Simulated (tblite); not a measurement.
Species: C3H11NPSi (doublet state).
Bonds: C1–C2, C2–C3, C3–N4, N4–Si5, Si5–P6. Hydrogens: H7, H8, H9 on C1; H10, H11 on C2; H12 on C3; H13 on N4; H14, H15 on Si5; H16, H17 on P6.

Computed with GFN2-xTB (tblite), gas phase: L-BFGS steps from a force-field or distance-geometry start until the largest atomic force falls under 0.01 eV/Å.

At the end of the run (lengths in Å): Si5–P6 2.237, P6–H17 1.380, P6–H16 1.382, N4–Si5 1.723, N4–H13 1.012, C3–N4 1.368, C2–H10 1.092, C3–N4–Si5 127.4°, N4–Si5–P6 102.1°, C2–C3–N4 120.6°, C1–C2–C3 112.5°, C1–C2–C3–N4 82°, C2–C3–N4–Si5 -168°, C3–N4–Si5–P6 177°, H16–P6–Si5–N4 -110°, H14–Si5–P6–H16 10°.

Problem. These geometries were met on the way; a selection of coordinates is given. Order them by energy above the end point, lowest first.
A. Si5–P6 2.248, P6–H17 1.378, P6–H16 1.374, N4–Si5 1.727, N4–H13 1.014, C3–N4 1.378, C2–H10 1.098, C3–N4–Si5 127.0°, N4–Si5–P6 106.5°, C2–C3–N4 122.5°, C1–C2–C3 113.0°, C1–C2–C3–N4 22°, C2–C3–N4–Si5 165°, C3–N4–Si5–P6 -156°, H16–P6–Si5–N4 112°, H14–Si5–P6–H16 -128°
B. Si5–P6 2.204, P6–H17 1.460, P6–H16 1.441, N4–Si5 1.774, N4–H13 1.053, C3–N4 1.407, C2–H10 1.125, C3–N4–Si5 114.5°, N4–Si5–P6 107.2°, C2–C3–N4 117.3°, C1–C2–C3 113.8°, C1–C2–C3–N4 -1°, C2–C3–N4–Si5 163°, C3–N4–Si5–P6 -129°, H16–P6–Si5–N4 129°, H14–Si5–P6–H16 -109°
C. Si5–P6 2.282, P6–H17 1.396, P6–H16 1.396, N4–Si5 1.730, N4–H13 1.002, C3–N4 1.397, C2–H10 1.081, C3–N4–Si5 118.1°, N4–Si5–P6 106.2°, C2–C3–N4 121.0°, C1–C2–C3 112.5°, C1–C2–C3–N4 3°, C2–C3–N4–Si5 164°, C3–N4–Si5–P6 -134°, H16–P6–Si5–N4 125°, H14–Si5–P6–H16 -114°
D. Si5–P6 2.318, P6–H17 1.375, P6–H16 1.379, N4–Si5 1.719, N4–H13 1.004, C3–N4 1.370, C2–H10 1.087, C3–N4–Si5 126.2°, N4–Si5–P6 107.1°, C2–C3–N4 124.5°, C1–C2–C3 113.0°, C1–C2–C3–N4 12°, C2–C3–N4–Si5 163°, C3–N4–Si5–P6 -143°, H16–P6–Si5–N4 116°, H14–Si5–P6–H16 -124°
E. Si5–P6 2.248, P6–H17 1.386, P6–H16 1.381, N4–Si5 1.726, N4–H13 1.012, C3–N4 1.371, C2–H10 1.094, C3–N4–Si5 127.6°, N4–Si5–P6 102.7°, C2–C3–N4 122.2°, C1–C2–C3 114.8°, C1–C2–C3–N4 39°, C2–C3–N4–Si5 169°, C3–N4–Si5–P6 -177°, H16–P6–Si5–N4 122°, H14–Si5–P6–H16 -116°

Solution. E (0.145 eV), A (0.234 eV), D (0.379 eV), C (0.679 eV), B (1.111 eV).

```json
{"step": "38", "E above end (eV)": "0.145", "rms distance from the end, all atoms (Å)": "0.986", "largest force (eV/Å)": "0.201", "rms shift of all bonds from the end (Å)": "0.005"}
{"step": "9", "E above end (eV)": "0.234", "rms distance from the end, all atoms (Å)": "1.030", "largest force (eV/Å)": "0.363", "rms shift of all bonds from the end (Å)": "0.007"}
{"step": "4", "E above end (eV)": "0.379", "rms distance from the end, all atoms (Å)": "1.034", "largest force (eV/Å)": "0.880", "rms shift of all bonds from the end (Å)": "0.023"}
{"step": "2", "E above end (eV)": "0.679", "rms distance from the end, all atoms (Å)": "1.055", "largest force (eV/Å)": "1.054", "rms shift of all bonds from the end (Å)": "0.018"}
{"step": "0", "E above end (eV)": "1.111", "rms distance from the end, all atoms (Å)": "1.072", "largest force (eV/Å)": "1.714", "rms shift of all bonds from the end (Å)": "0.037"}
```

Rows stand in the order of the answer.
